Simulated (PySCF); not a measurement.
## Calculated NMR parameters of C#C[Si@H]1C=C(N=C)[SiH2]O1

- Formula: C5H7NOSi2
- SMILES: C#C[Si@H]1C=C(N=C)[SiH2]O1
- Point group of the computed structure: C1
- Degrees of unsaturation: 5
- Carbon signals: 5
- Proton signals: 7

Numbering as in the mapped SMILES `[CH:1]#[C:2][Si@H:3]1[CH:4]=[C:5]([N:6]=[CH2:7])[SiH2:8][O:9]1`. Each H is labelled by its parent atom. Ha(Si8) is cis to C2 on the ring; Ha(C7) is cis to C5; Hb(Si8) is trans to C2 on the ring; Hb(C7) is trans to C5.

Gas phase, relativity neglected, one computed conformer. Coordinates at the GFN2-xTB level; GIAO PBE0/pcSseg-1 shieldings; PySCF 2.14.0 with density-fitted response routines.

References, each an isolated molecule treated in the same way: $^{1}$H (σref 31.72) and $^{13}$C (σref 186.93) and $^{29}$Si (σref 349.16) vs TMS; NH3 for $^{15}$N (σref 267.73); $^{17}$O (σref 336.08) vs H2O.

```tsv
carbon	δC, type	δH (multiplicity)	HMBC from (2–3 bonds)	span of the C tensor (ppm)
C1	101.5, CH	1.99 (d)	H(Si3)	241
C2	90.6, C	–	H(Si3), H(C4), H(C1)	292
C4	106.8, CH	4.97 (d)	H(Si3), Hb(Si8), Ha(Si8)	142
C5	176.5, C	–	Ha(C7), Hb(C7), H(Si3), Hb(Si8), Ha(Si8), H(C4)	198
C7	144.3, CH2	Hb(C7) 7.00 (d); Ha(C7) 7.32 (d)	–	167
```

Other nuclei:
| atoms | nucleus | environment | δ (ppm) | σ (ppm) |
| --- | --- | --- | --- | --- |
| H(Si3) | $^{1}$H | hydrogen on a silicon bonded to 2 C, O, in a 5-membered ring | 5.53 | 26.18 |
| Hb(Si8) | $^{1}$H | hydrogen on a silicon bonded to C, O, in a 5-membered ring | 5.27 | 26.45 |
| Ha(Si8) | $^{1}$H | hydrogen on a silicon bonded to C, O, in a 5-membered ring | 5.07 | 26.65 |
| Si8 | $^{29}$Si | silicon bonded to C, O, 2 H, in a 5-membered ring | -20.0 | 369.2 |
| Si3 | $^{29}$Si | silicon bonded to 2 C, O, H, in a 5-membered ring | -20.9 | 370.0 |
| N6 | $^{15}$N | imine nitrogen | 423.1 | -155.4 |
| O9 | $^{17}$O | oxygen bonded to 2 Si, in a 5-membered ring | 36.0 | 300.1 |

- Carbon types of the structure: 2 × C, 2 × CH, 1 × CH2, leaving 3 H on heteroatoms.
- δC 176.5: fully substituted alkene carbon.
- δC 144.3: C=N carbon.
- δC 106.8: alkene CH; as expected for a trigonal carbon in a double bond.
- δC 101.5: terminal alkyne carbon; the triple bond shields along its axis, which puts it between sp3 and sp2 carbons.
- δC 90.6: alkyne carbon; the triple bond shields along its axis, which puts it between sp3 and sp2 carbons.

Shifts are as computed. Against solution values, carbons near 30 ppm lie about +3 ppm off and those near 130 ppm about +5 ppm. Of 1309 compounds with measured shifts, 239 miss one by over three times the rms of a fit or turn the order of signals round; such compounds aren't used in these exercises. Experimental scales use liquid or dissolved standards, which lie at an offset from isolated NH3 (liquid NH3: subtract about 20 ppm) and H2O (liquid H2O: subtract about 36 ppm). Unscaled 15N shifts of sp2 nitrogen come out 20 to 40 ppm too high even then. No couplings were computed; multiplicities are counted from neighbouring protons, with m where these are inequivalent, close in shift, in a saturated or five-membered ring or joined by F or P, and br s for small geminal =CH2 splittings.
